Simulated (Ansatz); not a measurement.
`[NH2][Al]([OH])[F]` and `[OH][Al]([F])[F]` differ in one atom or group.

Ansatz, PBE0-D4/def2-TZVP geometries, multiplicity 1. Each molecule was computed in one conformer, which needn't be the lowest.

```json
{"property": "LUMO energy (ωB97M-V/def2-TZVPP) / eV", "`[NH2][Al]([OH])[F]`": "1.11"}
{"property": "HOMO–LUMO gap (PBE/def2-TZVPP) / eV", "`[NH2][Al]([OH])[F]`": "4.98"}
{"property": "LUMO energy (B3LYP/def2-TZVPP) / eV", "`[NH2][Al]([OH])[F]`": "-0.77"}
{"property": "HOMO energy (ωB97M-V/def2-TZVPP) / eV", "`[NH2][Al]([OH])[F]`": "-10.12"}
{"property": "HOMO energy (B3LYP/def2-TZVPP) / eV", "`[NH2][Al]([OH])[F]`": "-7.46"}
{"property": "HOMO–LUMO gap (PBE0/def2-TZVPP) / eV", "`[NH2][Al]([OH])[F]`": "7.29"}
```

**Question.** Give the same properties after the change, and the shifts. (Best estimate.)

**Answer.** The calculation gave: 
```
                             property  `[OH][Al]([F])[F]`  shift
LUMO energy (ωB97M-V/def2-TZVPP) / eV                0.52  -0.59
  HOMO–LUMO gap (PBE/def2-TZVPP) / eV                6.23   1.25
  LUMO energy (B3LYP/def2-TZVPP) / eV               -1.47  -0.70
HOMO energy (ωB97M-V/def2-TZVPP) / eV              -12.45  -2.33
  HOMO energy (B3LYP/def2-TZVPP) / eV               -9.67  -2.21
 HOMO–LUMO gap (PBE0/def2-TZVPP) / eV                8.85   1.56
```

With PBE0 the HOMO falls by 2.24 eV and the LUMO falls by 0.67 eV, so the gap widens by about 1.57 eV. PBE moves the HOMO by -1.96 eV and ωB97M-V by -2.33 eV. The zero-point energy changes by -60.2 kJ/mol with -6 modes.

B3LYP here is the variant with VWN-RPA as its local correlation; programs differ in this.
